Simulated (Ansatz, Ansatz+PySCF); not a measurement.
```json
{"atom": "C", "x (Å)": "0.3270", "y (Å)": "0.3399", "z (Å)": "-0.2534"}
{"atom": "C", "x (Å)": "-1.1302", "y (Å)": "0.5203", "z (Å)": "0.1114"}
{"atom": "O", "x (Å)": "0.7527", "y (Å)": "-0.9133", "z (Å)": "0.1922"}
{"atom": "H", "x (Å)": "0.9233", "y (Å)": "1.1390", "z (Å)": "0.2032"}
{"atom": "H", "x (Å)": "0.4493", "y (Å)": "0.4283", "z (Å)": "-1.3394"}
{"atom": "H", "x (Å)": "-1.4898", "y (Å)": "1.4973", "z (Å)": "-0.2173"}
{"atom": "H", "x (Å)": "-1.7403", "y (Å)": "-0.2515", "z (Å)": "-0.3609"}
{"atom": "H", "x (Å)": "-1.2646", "y (Å)": "0.4466", "z (Å)": "1.1916"}
{"atom": "H", "x (Å)": "1.6528", "y (Å)": "-1.0522", "z (Å)": "-0.0536"}
```

Basis set: def2-SVP (spherical functions). Frozen core: 3 orbitals. Charge 0, multiplicity 3.

Computed with Ansatz (development build ahead of 0.2.0); each method stands on the lowest determinant of its kind that the runs found.

The atomization energy at this shape (free ground-state atoms in the same class of orbitals less the molecule, no zero-point energy) of triplet C2H6O:

| method | atomization energy |
| --- | --- |
| UHF-MP2 | 593.77 kcal/mol |

(1) What does UHF give?

Results:

(1) 443.21 kcal/mol. Caution: another spin multiplicity may lie lower.
